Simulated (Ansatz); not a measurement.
CH3BClI (`CB(Cl)I`). Total charge 0; spin multiplicity 1. I: def2 effective core potential.

Z-matrix (Å, degrees):
```
C
B 1 1.551
H 1 1.091 2 113.0
H 1 1.095 2 110.1 3 122.3
H 1 1.095 2 109.8 3 -121.9
Cl 2 1.742 1 122.3 3 1.1
I 2 2.136 1 119.9 3 -179.0
```

Q: List the harmonic frequencies (cm⁻¹, unscaled) at PBE0-D4/def2-TZVP in Ansatz. (Best estimate.)

A: The calculation gave: 43i, 194, 240, 370, 443, 736, 832, 990, 1094, 1328, 1441, 1443, 3045, 3108, 3147.

Q: Is this a minimum?

A: No: 1 imaginary mode, so it is a saddle point.
